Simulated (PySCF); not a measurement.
Electronic structure of Se²⁺ (selenium, charge +2) at the PBE level

Configuration: [Ar] 3d10 4s2 4p2, high-spin 3P determinant. Computed with PySCF 2.14 in Sapporo-DKH3-DZP-2012 (6s5p3d1f, 43 functions), with the spin-free X2C one-electron Hamiltonian (Gaussian nucleus).

```
Total energy                                                  : -2428.295 hartree
One-electron energy                                           : -3350.460 hartree
Hartree (Coulomb) energy                                      : 1009.780 hartree
Exchange-correlation energy                                   : -87.615 hartree
⟨S²⟩                                                          : 2.0014
⟨L²⟩                                                          : 2.007
Sum of ⟨r⟩                                                    : 19.84 bohr
Sum of ⟨r²⟩                                                   : 24.02 bohr²
Traceless quadrupole moment −½Σ⟨3z² − r²⟩ along its main axis : 1.71 e·bohr²
Langevin diamagnetic susceptibility                           : -19.0 ×10⁻⁶ cm³/mol
Time after the integrals                                      : 0.5 s of wall time on 1 thread of Neoverse-V2 (shared host)
```

```tsv
shell	electrons	mean orbital energy (hartree)	spread (hartree)	rms radius, mean of both spins (bohr)
1s α	1	-459.91211	0	0.0508
1s β	1	-459.90763	0	0.0508
2s α	1	-59.87412	0	0.212
2s β	1	-59.87182	0	0.212
2p α	3	-52.78788	0.00548	0.189
2p β	3	-52.78369	0.00905	0.189
3s α	1	-8.67499	0	0.616
3s β	1	-8.66871	0	0.616
3p α	3	-6.45551	0.01868	0.638
3p β	3	-6.44838	0.02460	0.638
3d α	5	-2.78881	0.01739	0.701
3d β	5	-2.77901	0.02523	0.701
4s α	1	-1.41493	0	1.80
4s β	1	-1.34045	0	1.80
4p α	2	-0.96868	0	2.13
```

Densities and radii are taken from the X2C orbitals without a picture-change correction, which distorts them close to the nucleus.
